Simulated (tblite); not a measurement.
Compound: C6H11O2P.
Structure used (GFN2-xTB), in Å, numbered top down from 1:
```
atom  x, y, z in Å
O1     2.072    1.768    0.050
P2     1.596    0.499   -0.513
C3     2.497   -0.922    0.263
O4     3.861   -0.622    0.238
C5    -0.172    0.205   -0.352
C6    -0.960   -0.497   -1.158
C7    -2.377   -0.514   -0.674
C8    -2.397    0.556    0.434
C9    -0.924    0.791    0.809
H10    1.867    0.347   -1.873
H11    2.346   -1.852   -0.288
H12    2.127   -1.054    1.295
H13    3.964    0.300    0.517
H14   -0.652   -1.021   -2.046
H15   -3.084   -0.298   -1.475
H16   -2.619   -1.507   -0.282
H17   -2.989    0.241    1.292
H18   -2.829    1.478    0.046
H19   -0.651    0.272    1.732
H20   -0.681    1.845    0.943
```

Calculated harmonic vibrations of the isolated species, GFN2-xTB (tblite), most abundant isotopes, no scaling. This tight-binding method is rough: wavenumbers can miss measured ones by several per cent, in bad cases by 10 to 20. Modes of hydrogen on phosphorus can be 10 to 20 % off. One conformer, not necessarily the lowest.

Harmonic wavenumbers (cm⁻¹): 27.5, 60.5, 71.3, 105.4, 149.2, 194.1, 265.2, 315.1, 354.0, 406.3, 428.3, 492.5, 641.7, 706.7, 762.0, 784.7, 816.7, 839.2, 888.2, 904.6, 941.6, 968.1, 1004.7, 1039.1, 1075.4, 1085.0, 1105.3, 1108.9, 1110.6, 1183.2, 1193.2, 1215.5, 1232.5, 1267.5, 1282.1, 1291.3, 1314.0, 1317.1, 1430.3, 1462.2, 1469.5, 1492.9, 1677.7, 2277.8, 2816.6, 2940.3, 2944.2, 2983.0, 2987.2, 2994.8, 3002.3, 3021.3, 3112.4, 3447.3.

A = 3209, B = 741.7, C = 685.8 MHz; mass 146.050 u (most abundant isotopes); point group C1, symmetry number 1.

Problem. Zero-point energy?

Solution. Half the sum of the wavenumbers: 35004 cm⁻¹ = 418.74 kJ/mol.

Problem. What is S at 298.15 K and 1 bar for an ideal gas of classical rigid rotors and harmonic oscillators?

Solution. Translation 171.01, rotation 124.13, vibration 134.92: S = 430.1 J/(mol K).

Problem. And Cp and H(298.15 K) − H(0)?

Solution. Cp = 162.99 J/(mol K), of which vibrations give 129.73 (their classical limit is 54 R = 449.0); H(298.15 K) − H(0) = 29.79 kJ/mol without the zero-point energy, 19.87 from vibrations.

Problem. How do the functions run with temperature in this model?

Solution. 
| T (K) | S (J/(mol K)) | Cp (J/(mol K)) | H − H(0) (kJ/mol) | G − H(0) (kJ/mol) | ln q(vib) |
| --- | --- | --- | --- | --- | --- |
| 50 | 257.1 | 61.1 | 2.31 | -10.54 | 1.00 |
| 100 | 306.2 | 82.0 | 5.91 | -24.70 | 2.59 |
| 373.15 | 470.4 | 197.5 | 43.31 | -132.21 | 10.22 |
| 500 | 535.6 | 248.6 | 71.73 | -196.06 | 13.60 |
| 750 | 650.9 | 319.1 | 143.41 | -344.74 | 20.10 |
| 1000 | 749.3 | 364.0 | 229.18 | -520.07 | 26.21 |

q(vib) and H(0) count from the zero-point level.

Problem. Which modes carry the vibrational entropy at 298.15 K?

Solution. 27.5 cm⁻¹: 25.11; 60.5 cm⁻¹: 18.58; 71.3 cm⁻¹: 17.23; 105.4 cm⁻¹: 14.02; 149.2 cm⁻¹: 11.22; 194.1 cm⁻¹: 9.16 J/(mol K); the other 48 give 39.60 together.

Problem. What must be added to the electronic energy to get the Gibbs energy at 298.15 K and 1 bar?

Solution. ZPE + [H(298.15 K) − H(0)] − T·S = 418.74 + 29.79 − 128.22 = 320.31 kJ/mol.

Problem. Blend soft modes into free rotors: weight 1/[1 + (100 cm⁻¹/ν̃)⁴] for the oscillator and the rest for a rotor with moment μB/(μ + B), μ = h/(8π²ν), B = 10⁻⁴⁴ kg m². What vibrational entropy results?

Solution. 118.96 J/(mol K) in place of 134.92, which changes −T·S at 298.15 K by +4.76 kJ/mol.

Hindered rotation and anharmonicity are outside this model. Other conformers, if any are populated, would add a mixing term that is left out. The structure is chiral; the term R ln 2 for an equal mix with its mirror image is left out.
